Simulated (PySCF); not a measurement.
A calculated (BP86, PySCF 2.14, cc-pVTZ, the non-relativistic Hamiltonian (point nucleus)) atom or ion has these occupied shells.

| shell | electrons | orbital energy (eV) | rms radius, mean of both spins (bohr) |
| --- | --- | --- | --- |
| 1s α | 1 | -6384.3 | 0.0712 |
| 1s β | 1 | -6384.2 | 0.0712 |
| 2s α | 1 | -741.43 | 0.306 |
| 2s β | 1 | -739.29 | 0.306 |
| 2p α | 3 | -636.55 | 0.275 |
| 2p β | 3 | -634.92 | 0.275 |
| 3s α | 1 | -93.951 | 0.925 |
| 3s β | 1 | -88.834 | 0.925 |
| 3p α | 3 | -64.051 | 0.988 |
| 3p β | 3 | -58.998 | 0.988 |
| 3d α | 5 | -16.651 | 1.33 |
| 4s α | 1 | -12.643 | 2.94 |

Q: Name the element and its charge.

A: Mn⁺ (manganese, charge +1), in [Ar] 3d5 4s1, high-spin 7S determinant.
